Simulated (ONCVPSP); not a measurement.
# Cutoff test, Sc, ONCV

Sc (Z = 21), optimised norm-conserving Vanderbilt (ONCV), made with ONCVPSP 4.0.1 (PBE, scalar-relativistic). Core [Ne], reference 3s2 3p6 3d1 4s2. Waves: 3s+4s: rc 1.85 bohr, ncon 3, nbas 6, qcut 7.7 1/bohr, 2 projectors; 3p: rc 1.65 bohr, ncon 3, nbas 6, qcut 8 1/bohr, 1 projector; 3d: rc 2.35 bohr, ncon 4, nbas 9, qcut 7.2 1/bohr, 2 projectors, debl 3.7 Ha. Local part: polynomial inside 1.60 bohr (lpopt 2, dvloc0 3 Ha). Core correction: none.

Task: For each optimised wave give the share of its norm inside rc, the residual kinetic energy above qcut (Ha) and the cutoffs (Ha) for errors of 10, 1, 0.1 and 0.01 mHa per electron.

Result:

```json
{"wave": "3s", "norm inside rc": "0.956", "residual KE": "7.2e-08", "10 mHa": "10.2", "1 mHa": "16.2", "0.1 mHa": "20.4", "0.01 mHa": "23.5"}
{"wave": "4s", "norm inside rc": "0.052", "residual KE": "3.8e-08", "10 mHa": "3.8", "1 mHa": "12.9", "0.1 mHa": "18.4", "0.01 mHa": "22.5"}
{"wave": "3p", "norm inside rc": "0.855", "residual KE": "6.4e-08", "10 mHa": "13.2", "1 mHa": "17.5", "0.1 mHa": "21.4", "0.01 mHa": "24.7"}
{"wave": "3d", "norm inside rc": "0.746", "residual KE": "2.4e-07", "10 mHa": "14.4", "1 mHa": "17.9", "0.1 mHa": "20.6", "0.01 mHa": "22.6"}
{"wave": "d projector 2", "norm inside rc": "0.202", "residual KE": "2.9e-05", "10 mHa": "19.1", "1 mHa": "22.1", "0.1 mHa": "24.6", "0.01 mHa": "43.4"}
```

The occupied waves need 18 Ha and 21 Ha for 1 and 0.1 mHa. 1 of 4 tests not solved or not reliable.
